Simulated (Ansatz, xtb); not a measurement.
## Two isomers of C4H5F3O2

We compare I, `C[C@H](C(=O)O)C(F)(F)F`, a singlet, with II, `CCC(=O)OC(F)(F)F`, a singlet. Both are isolated molecules in the gas phase, relaxed with r2SCAN-D4/def2-SVP, each in the lowest conformer that the search found.

I (Å):

```xyz
14

C    -1.0730    1.7296    0.6373
C    -0.9397    0.3237    0.0669
C    -1.6288   -0.6944    0.9684
C     0.5235   -0.0521   -0.1432
F     1.1517   -0.2170    1.0363
F     0.6697   -1.1832   -0.8427
F     1.1731    0.9167   -0.8121
O    -2.1058   -0.4391    2.0452
O    -1.6628   -1.9171    0.4137
H    -0.6301    2.4669   -0.0450
H    -2.1322    1.9727    0.7932
H    -0.5704    1.7927    1.6129
H    -1.4054    0.2474   -0.9316
H    -2.0997   -2.4999    1.0601
```

II (Å):

```yaml
atoms:
  - { symbol: C, position_ang: [0.2117, 0.4636, 2.3012] }
  - { symbol: C, position_ang: [-1.1256, 0.1458, 1.6553] }
  - { symbol: C, position_ang: [-1.3866, -1.3286, 1.5658] }
  - { symbol: C, position_ang: [-3.0614, -2.8303, 0.7817] }
  - { symbol: F, position_ang: [-2.2419, -3.5224, -0.0043] }
  - { symbol: F, position_ang: [-4.2509, -2.7556, 0.1959] }
  - { symbol: F, position_ang: [-3.1950, -3.4749, 1.9370] }
  - { symbol: O, position_ang: [-0.6828, -2.2212, 1.9344] }
  - { symbol: O, position_ang: [-2.6276, -1.5405, 0.9630] }
  - { symbol: H, position_ang: [1.0401, 0.0173, 1.7318] }
  - { symbol: H, position_ang: [0.3690, 1.5505, 2.3490] }
  - { symbol: H, position_ang: [0.2613, 0.0601, 3.3231] }
  - { symbol: H, position_ang: [-1.9738, 0.5937, 2.2028] }
  - { symbol: H, position_ang: [-1.2053, 0.5530, 0.6317] }
```

Estimate which is lower in electronic energy at CCSD(T)/def2-SVP + ΔMP2/def2-TZVPP, and by roughly how much.

The CCSD(T)/def2-SVP + ΔMP2/def2-TZVPP calculation puts structure I lower, by 6.5 kcal/mol.

The same difference at several levels:

| level | geometry | E(II) − E(I) (kcal/mol) | departure from the last row (kcal/mol) | job, with rough time for the two |
| --- | --- | --- | --- | --- |
| r2SCAN-D4/def2-SVP | r2SCAN-D4/def2-SVP | +4.8 | −1.6 | optimisation, 85 s |
| HF/def2-SVP | r2SCAN-D4/def2-SVP | +1.2 | −5.3 | part of the CCSD(T) run |
| MP2/def2-SVP | r2SCAN-D4/def2-SVP | +5.8 | −0.6 | part of the CCSD(T) run |
| CCSD(T)/def2-SVP | r2SCAN-D4/def2-SVP | +5.1 | −1.4 | single point |
| CCSD(T)/def2-SVP + ΔMP2/def2-TZVPP | r2SCAN-D4/def2-SVP | +6.5 |  | single point, 2.7 min |

As drawn, II has 1 C–O, 1 C–H in place of 1 C–C, 1 O–H.

None of the levels shown reverses the order. The largest departure from CCSD(T)/def2-SVP + ΔMP2/def2-TZVPP is that of HF/def2-SVP, 5.3 kcal/mol. Levels run at GFN2-xTB geometries aren't shown. The last row adds to CCSD(T) the change of the MP2 difference between the two basis sets, here +1.4 kcal/mol.

With thermal terms from frequencies at re-optimised GFN2-xTB minima (ideal gas, soft modes damped towards free rotors, one conformer each, 298.15 K, 1 atm): the zero-point term adds −0.3 kcal/mol; ΔH is +6.3 and ΔG +5.8 kcal/mol.

The correlated steps freeze 9 core orbitals. Mirror images aren't counted in ΔG. Codes used: Ansatz 0.2.0, xtb 6.7.1; the last row on 4 threads of Arm Neoverse V1 on a shared host.
